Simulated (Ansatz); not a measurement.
Relaxation of Ca2O3 with RKS r2SCAN-D4/def2-SVP.

```sh
$ ansatz run in.yaml --threads 4 --pin off --events-out ev --progress --plain --max-ram 4787MiB
```

```yaml
crystal:
  periodic: [false, false, false]
  atoms:
    - {symbol: Ca, position_ang: [-0.948290, -1.425010, 0.131080]}
    - {symbol: Ca, position_ang: [0.122850, 1.713720, -0.002610]}
    - {symbol: O, position_ang: [0.913360, -0.849950, -0.652790]}
    - {symbol: O, position_ang: [1.376380, 0.052390, 0.290860]}
    - {symbol: O, position_ang: [-1.464300, 0.508840, 0.233460]}
basis:
  gaussian: {orbitals: def2-SVP}
hamiltonian: {xc: r2scan, dispersion: d4}
scf: {lower_state_search: "off"}
output: {orbitals: {seedname: orbitals}}
relax: {f_tol: 0.02, max_steps: 100}
```

Run time 11 s (4 threads of Arm Neoverse V2 on a shared host).

Positions (Å) and forces (eV/Å) at steps 1, 2, 3, 4, 5, 6, 7 of 7:

```xyz
5
step=1 energy=-43004.1475 eV
Ca   -0.948   -1.425    0.131    0.836    0.848   -0.030
Ca    0.123    1.714   -0.003    0.100   -1.223   -0.106
O     0.913   -0.850   -0.653   -0.877   -1.635   -2.008
O     1.376    0.052    0.291    0.889    1.648    1.999
O    -1.464    0.509    0.233   -0.949    0.363    0.146
5
step=2 energy=-43004.6025 eV
Ca   -0.866   -1.284    0.146    0.224   -0.195    0.374
Ca    0.094    1.552   -0.025    0.177    0.044   -0.436
O     0.979   -0.839   -0.722   -0.559   -0.158   -1.610
O     1.439   -0.002    0.339    0.128    0.312    1.677
O    -1.647    0.573    0.261    0.030   -0.003   -0.006
5
step=3 energy=-43004.9406 eV
Ca   -0.778   -1.203    0.209    0.021   -0.723    0.575
Ca    0.093    1.439   -0.101    0.303    0.630   -0.631
O     1.000   -0.725   -0.854   -0.300    1.201   -0.024
O     1.424   -0.117    0.470   -0.946   -0.776    0.224
O    -1.740    0.606    0.275    0.922   -0.333   -0.144
5
step=4 energy=-43005.3853 eV
Ca   -0.681   -1.220    0.268   -1.052   -1.099    0.820
Ca    0.161    1.402   -0.185   -0.366    1.577   -0.594
O     0.910   -0.557   -0.908    0.715    0.782    0.181
O     1.268   -0.201    0.563    0.001   -1.035   -0.295
O    -1.658    0.576    0.263    0.702   -0.226   -0.112
5
step=5 energy=-43005.4930 eV
Ca   -0.701   -1.289    0.359   -0.103    0.227   -0.380
Ca    0.160    1.477   -0.272   -0.084   -0.141    0.398
O     0.922   -0.402   -0.957    0.039   -0.560    1.361
O     1.194   -0.335    0.621    0.013    0.544   -1.361
O    -1.575    0.549    0.250    0.134   -0.070   -0.018
5
step=6 energy=-43005.6164 eV
Ca   -0.712   -1.278    0.317    0.066   -0.076   -0.010
Ca    0.157    1.471   -0.229    0.098    0.019   -0.017
O     0.916   -0.468   -0.908   -0.052    0.007    0.018
O     1.217   -0.274    0.570   -0.048    0.027   -0.002
O    -1.578    0.549    0.250   -0.065    0.022    0.010
5
step=7 energy=-43005.6172 eV
Ca   -0.709   -1.282    0.317   -0.006    0.001    0.001
Ca    0.163    1.473   -0.230   -0.006    0.003    0.001
O     0.910   -0.468   -0.907    0.004   -0.002   -0.005
O     1.213   -0.271    0.570    0.005   -0.001    0.003
O    -1.577    0.549    0.250    0.002   -0.001    0.000
```

The structure holds one bond between oxygen atoms, so isomers without such links may lie far lower. The structure comes from a short search, and lower isomers may exist.
